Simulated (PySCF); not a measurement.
C7H9NSi.
SMILES with atom numbers: `[CH2:1]=[C:2]1[SiH2:3][C@H:4]1[n:5]1[cH:6][cH:7][cH:8][cH:9]1`

Geometry (GFN2-xTB, Å), atoms numbered from 1 in this order:
```
atom  x, y, z in Å
C1     2.3540   -1.2451   -0.4399
C2     1.9154   -0.0858    0.0001
Si3    1.8101    1.7687    0.0032
C4     0.7241    0.3857    0.7948
N5    -0.5749    0.0213    0.3540
C6    -0.9450   -0.1893   -0.9355
C7    -2.2866   -0.4644   -0.9678
C8    -2.7498   -0.4088    0.3593
C9    -1.6711   -0.1029    1.1462
H10    1.8638   -2.1750   -0.1849
H11    3.2297   -1.3248   -1.0650
H12    2.6524    2.5262    0.9096
H13    1.3090    2.4260   -1.1885
H14    0.8141    0.2461    1.8699
H15   -0.2267   -0.1423   -1.7306
H16   -2.8683   -0.6823   -1.8422
H17   -3.7538   -0.5773    0.6963
H18   -1.6052    0.0302    2.2091
```

NICS is the negative of the GIAO shielding at a point without a nucleus: at the ring centre (0) and 1 Å above and below it (1); zz is the component along the ring normal. Level: GIAO PBE0/pcSseg-1 (PySCF, non-relativistic, gas phase) on the GFN2-xTB geometry, one conformer.

Rings: 1. C2–Si3–C4; 2. N5–C6–C7–C8–C9.

```json
{"set": "P", "NICS(0)": "-12.9", "NICS(1), two faces": "-5.2 / -7.1", "NICS(1)zz, two faces": "-11.8 / -13.7"}
{"set": "Q", "NICS(0)": "-13.6", "NICS(1), two faces": "-10.7 / -10.8", "NICS(1)zz, two faces": "-28.1 / -28.9"}
```

Question: Which set (ppm) belongs to which ring?

Answer: P = 1, Q = 2.
- 1 (3-membered ring with Si; formal bonds all single): mean NICS(1)zz -12.7 ppm, shielded. Si3, C4 have four or more neighbours; no verdict on aromaticity is drawn.
- 2 (5-membered ring with N; formal bonds all aromatic): mean NICS(1)zz -28.5 ppm, shielded. The ring is flat and has no four-coordinate atom; by the NICS criterion it is aromatic.

Question: How do the rings differ in shape?

Answer: 
| ring | bond lengths (Å) | rms pucker (Å) | HOMA | nearest outside atom to a NICS(1) probe (Å) |
| --- | --- | --- | --- | --- |
| 1 | 1.858, 1.928, 1.508 | 0.00 | – | hydrogen 1.53 |
| 2 | 1.358, 1.370, 1.407, 1.370, 1.358 | 0.00 | 0.93 | hydrogen 2.44 |

HOMA = 1 − mean of α(R − Ropt)² over the ring bonds, with Krygowski's 1993 parameters (CC: Ropt 1.388 Å, α 257.7 Å⁻²; CN: Ropt 1.334 Å, α 93.52 Å⁻²). A dash marks a ring with a four-coordinate atom, a triple bond, no multiple bond or a kind of bond without parameters.

The run took 34 s of wall time on one thread of an Arm Neoverse V1, shared host with 32 logical CPUs at a one-minute load of 12, and the process peaked at 0.92 GiB of memory. This is the whole shielding run at PBE0/pcSseg-1, SCF included.
